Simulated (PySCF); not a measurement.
# AlIn: frontier orbitals

B3LYP at R = 2.891 Å; PySCF, scalar-relativistic core potentials, basis sets Al def2-SVP, In def2-SVP with ECP28. State: ³Π (triplet), unpaired electrons σ ↑, π ↑. Only the outer orbitals are listed, counted within each symmetry, core potentials removing the inner ones.

```
spin  orbital  occ.  ε (eV)  on Al (%)   main shells (%)
   α       7σ     1  -10.40         38  59 In s, 34 Al s
   α       8σ     1   -7.90         60  57 Al s, 35 In s
   α       9σ     1   -4.24         52  47 Al p, 44 In p
   α       4π     1   -4.01         52  52 Al p, 48 In p
   α       4π     0   -2.85         46  53 In p, 46 Al p
   α       5π     0   -1.45         48  52 In p, 48 Al p
   α       5π     0   -1.18         53  53 Al p, 46 In p
   β       7σ     1   -9.57         35  63 In s, 32 Al s
   β       8σ     1   -7.10         63  62 Al s, 32 In s
   β       4π     0   -2.64         45  54 In p, 45 Al p
   β       9σ     0   -2.29         48  50 In p, 42 Al p
   β       4π     0   -2.26         43  56 In p, 43 Al p
```

Task: Which are the highest filled and the lowest empty level, where do they sit, and how wide is the gap?

Result: Highest filled α 4π at -4.01 eV (in %: 52 Al p, 48 In p); lowest empty α 4π at -2.85 eV (in %: 53 In p, 46 Al p); the gap at B3LYP is 1.16 eV. Both belong to one degenerate shell, split only by its one-sided filling, so this is no excitation gap.

| Property | Result |
| --- | --- |
| bond order (Mayer) | 1.14 |
| ⟨S²⟩ | 2.004 |
| charge on Al (Mulliken, basis-dependent) | 0.00 |
| charge on Al (Löwdin, basis-dependent) | 0.04 |
| dipole moment (positive dipole means Al(−)In(+)) | 0.39 D |
| polarisability along the bond | 194.9 bohr³ |
| polarisability across the bond | 71.3 bohr³ |

Spin–orbit coupling is left out. The state is the lowest determinant that a PBE0 search found; another state may lie lower at other levels.
